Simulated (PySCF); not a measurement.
# Working with the constants of InGe

UHF-CCSD(T) constants of InGe, ⁴Σ⁻ (quartet), unpaired electrons σ ↑, π ↑↑ (basis In def2-SVP with ECP28, Ge def2-SVP; scalar-relativistic core potentials; PySCF 2.14; masses 114.9039 and 73.9212 u):

- ωe: 184.0 cm⁻¹
- ωexe: 0.461 cm⁻¹
- Be: 0.051811 cm⁻¹
- αe: 0.000192 cm⁻¹
- D (centrifugal): 1.64e-08 cm⁻¹
- De to In + Ge: 1.97 eV

Give the vibrational terms G(v) and spacings up to v = 6.

G(v) = ωe(v+½) − ωexe(v+½)².

| v | G(v) (cm⁻¹) | G(v) − G(v−1) | Bv (cm⁻¹) |
| --- | --- | --- | --- |
| 0 | 91.9 |  | 0.05172 |
| 1 | 275.0 | 183.1 | 0.05152 |
| 2 | 457.1 | 182.2 | 0.05133 |
| 3 | 638.4 | 181.2 | 0.05114 |
| 4 | 818.7 | 180.3 | 0.05095 |
| 5 | 998.1 | 179.4 | 0.05076 |
| 6 | 1176.5 | 178.5 | 0.05056 |

How well does the Morse estimate ωe²/(4ωexe) reproduce De, and what is D0?

It gives 2.28 eV, 116 % of the computed De. D0 = De − G(0) = 1.97 − 0.01 = 1.96 eV.

Correlated steps freeze 13 core orbitals. Correlated levels converge slowly with the basis: in double zeta they bind strong bonds too weakly, by up to about 1 eV, and carry superposition errors of some tenths. These are scalar-relativistic numbers at best; spin–orbit coupling would shift them, the dissociation energy most. The state is the lowest determinant that a PBE0 search found; another state may lie lower at other levels.
